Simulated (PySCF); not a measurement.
## SeCl: a base run and its variants

Base input, run as `OMP_NUM_THREADS=1 python input.py` with PySCF 2.14:

```python
from pyscf import gto, scf, mp

mol = gto.M(
    atom='Se 0 0 0; Cl 0 0 1.877',
    basis='6-31g',
    charge=0,
    spin=1,
    verbose=3,
)
mf = scf.UHF(mol)
mf.kernel()
mp.MP2(mf, frozen=14).kernel()
mf.dip_moment()
print('orbital energies (hartree):', [e[max(0, n-3):n+3].round(4) for e, n in zip(mf.mo_energy, mol.nelec)])
```

Base result: E(SCF) = -2858.852904 Eh, E(MP2) − E(SCF) = -0.20500 Eh, ⟨S²⟩ = 0.753, μz(SCF) = -0.76 D. The bond length is a typed value, not an optimised one. No search for the lowest solution was made.

Run time: 1.4 s on 1 thread of Arm Neoverse V1 (shared host), peak memory 0.12 GiB.

Each row names what differs from the base; energies in brackets are changes from the base.

| change | result | wall time (s) |
| --- | --- | --- |
| density fitting: none → auto [this fitting set is unfit for the basis or for exact exchange; a fit set errs by some meV] | E(SCF) = -2858.216498 Eh (+17.3175 eV), E(MP2) − E(SCF) = -0.21619 Eh, ⟨S²⟩ = 0.753, μz(SCF) = -0.74 D | 1 |
| basis set: 6-31g → tzvp-def2 [unsound on purpose] | stops with BasisNotFoundError (tzvp-def2) | 0.69 |
| basis set: 6-31g → sbkjc; core potential: off → on; frozen orbitals: 14 → 0 | E(SCF) = -23.714764 Eh, E(MP2) − E(SCF) = -0.04927 Eh, ⟨S²⟩ = 0.753, μz(SCF) = -0.74 D | 0.8 |
| functional: none (Hartree–Fock) → m11; SCF type: UHF → UKS; step after the SCF: mp2 → analyze | stops with KeyError ("LibXCFunctional: name 'M11' not found.") | 0.7 |
| PCM solvent, dielectric constant: none → 32.6; step after the SCF: mp2 → analyze | E(SCF) = -2858.855974 Eh (-0.0835 eV), ⟨S²⟩ = 0.753, μz(SCF) = -0.95 D | 3.7 |
| spin (2S): 1 → 53 [unsound on purpose] | stops with AssertionError | 0.69 |
| spin (2S): 1 → 5 [a high spin state] | E(SCF) = -2858.245681 Eh (+16.5234 eV), E(MP2) − E(SCF) = -0.19377 Eh, ⟨S²⟩ = 8.755, μz(SCF) = -0.26 D | 1.3 |
| basis set: 6-31g → cc-pvtz-f13 [unsound on purpose] | stops with BasisNotFoundError (cc-pvtz-f13) | 0.69 |
| spin (2S): 1 → 2 [unsound on purpose] | stops with RuntimeError (Electron number 51 and spin 2 are not consistent) | 0.7 |
| electric field along z (a.u.): none → 0.001 | E(SCF) = -2858.852624 Eh (+0.0076 eV), E(MP2) − E(SCF) = -0.20516 Eh, ⟨S²⟩ = 0.753, μz(SCF) = -0.67 D | 1.2 |
| functional: none (Hartree–Fock) → olyp; SCF type: UHF → UKS; step after the SCF: mp2 → analyze | E(SCF) = -2861.951821 Eh, ⟨S²⟩ = 0.751, μz(SCF) = 0.00 D | 2.9 |
| Cartesian functions: off → on | E(SCF) = -2858.856585 Eh (-0.1002 eV), E(MP2) − E(SCF) = -0.21305 Eh, ⟨S²⟩ = 0.753, μz(SCF) = -0.74 D | 1.2 |
| functional: none (Hartree–Fock) → pw91; SCF type: UHF → UKS; step after the SCF: mp2 → analyze | not converged: SCF | 10 |
| geometry: bond 1.877 → bond 0 [unsound on purpose] | stops with RuntimeError (Ill geometry) | 1 |
| PCM solvent, dielectric constant: none → 78.36; step after the SCF: mp2 → analyze | E(SCF) = -2858.856033 Eh (-0.0851 eV), ⟨S²⟩ = 0.753, μz(SCF) = -0.95 D | 4 |
| frozen orbitals: 14 → 25 [unsound on purpose] | E(SCF) = -2858.852904 Eh (+0.0000 eV), E(MP2) − E(SCF) = 0.00000 Eh, ⟨S²⟩ = 0.753, μz(SCF) = -0.76 D | 1.2 |
| damping: none → 0.5 | E(SCF) = -2858.852904 Eh (+0.0000 eV), E(MP2) − E(SCF) = -0.20500 Eh, ⟨S²⟩ = 0.753, μz(SCF) = -0.76 D | 1.3 |
| geometry: bond 1.877 → bond 2.816 | E(SCF) = -2858.886258 Eh (-0.9076 eV), E(MP2) − E(SCF) = -0.22287 Eh, ⟨S²⟩ = 0.762, μz(SCF) = -4.08 D | 1.2 |
| cycle limit: 50 → 1 [unsound on purpose] | not converged: SCF | 1.2 |
| basis set: 6-31g → lanl2dz; core potential: off → on; frozen orbitals: 14 → 0 | E(SCF) = -23.613519 Eh, E(MP2) − E(SCF) = -0.05337 Eh, ⟨S²⟩ = 0.753, μz(SCF) = -0.96 D | 0.8 |
| basis set: 6-31g → x2c-svpall; spin-free X2C: off → on | E(SCF) = -2888.364134 Eh, E(MP2) − E(SCF) = -0.34680 Eh, ⟨S²⟩ = 0.759, μz(SCF) = -0.21 D | 1.3 |

**Question.** Order these changes by how far they move the SCF energy from the base, largest first: (1) Cartesian functions: off → on; (2) PCM solvent, dielectric constant: none → 32.6; step after the SCF: mp2 → analyze; (3) PCM solvent, dielectric constant: none → 78.36; step after the SCF: mp2 → analyze; (4) geometry: bond 1.877 → bond 2.816.

**Answer.** (4) -0.9076 eV, (1) -0.1002 eV, (3) -0.0851 eV, (2) -0.0835 eV.
